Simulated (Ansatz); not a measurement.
Basis-set extrapolation for `BC(C)F` (PBE0-D4/def2-TZVP geometry, frozen core, Ansatz). Multiplicity 1, RHF reference.

|  | def2-TZVPP | def2-QZVPP |
| --- | --- | --- |
| HF | -203.407445 | -203.416835 |
| MP2 correlation | -0.695930 | -0.748960 |
| CCSD(T) correlation | -0.759458 | not run |

Energies in hartree. Use E(X) = E(∞) + A·exp(−7.88·√X) for Hartree–Fock and E(X) = E(∞) + B·X^(−2.97) for correlation, with X = 3 and 4, and add CCSD(T) minus MP2 of the smaller set to the MP2 limit.

Problem. What is the CCSD(T) energy at the basis-set limit?

Solution. HF limit: -203.416835 + (-0.009390) × 0.13774 = -203.41813. MP2 limit: -0.748960 + (-0.053030) × 0.74074 = -0.78824. Higher-order term: -0.759458 − (-0.695930) = -0.06353. Total: -204.26990 hartree, 270.4 kJ/mol below CCSD(T)/def2-TZVPP.
